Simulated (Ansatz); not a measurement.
The cluster Si5O4, relaxed as a singlet with RKS PBE-D4/def2-SVP in Ansatz, starting from the GFN1-xTB geometry. Force threshold 0.02 eV/Å.

The restricted singlet is unstable towards broken spin symmetry in Hartree–Fock (as tested in another run); at PBE-D4/def2-SVP this wasn't settled. Another isomer (singlet) lies 1.00 eV lower at PBE0-D4/def2-TZVP; other spin states weren't run for this one.

Start:

```xyz
9

Si    2.336    0.981   -1.453
Si   -2.216   -1.915   -0.015
Si   -1.637    0.299    2.407
Si    0.814    1.001    0.433
Si    0.422   -0.491   -1.201
O    -0.911   -1.499   -1.011
O    -2.114   -0.892    1.318
O     3.561    1.509   -2.211
O    -0.255    1.007    1.732
```

(1) Estimate the energy that the relaxation releases and the steps that it takes.

(2) Does the start keep its bonding and symmetry?

(3) Predict the relaxed structure.

Results:

(1) 0.58 eV, in 18 steps; 31 s on 4 threads of Arm Neoverse V1 on a shared host. No frequencies were taken in this run, so the end may be a saddle point.

(2) By distances, no bond broke or formed. The bond that changes most is Si1–Si5, from 2.43 to 2.34 Å (atoms count from 1). Point group C2v at the start, Cs at the end, both within 0.05 Å.

(3) 
```xyz
9

Si    2.007    0.850   -1.253
Si   -1.712   -2.150    0.029
Si   -1.123    0.109    2.507
Si    0.213    1.478    0.117
Si   -0.168    0.013   -1.489
O    -1.031   -1.445   -1.381
O    -1.434   -0.966    1.222
O     3.538    0.712   -1.490
O    -0.290    1.398    1.737
```
Bond lengths: 7 × O–Si 1.56 to 1.72 Å; 3 × Si–Si 2.21 to 2.34 Å.
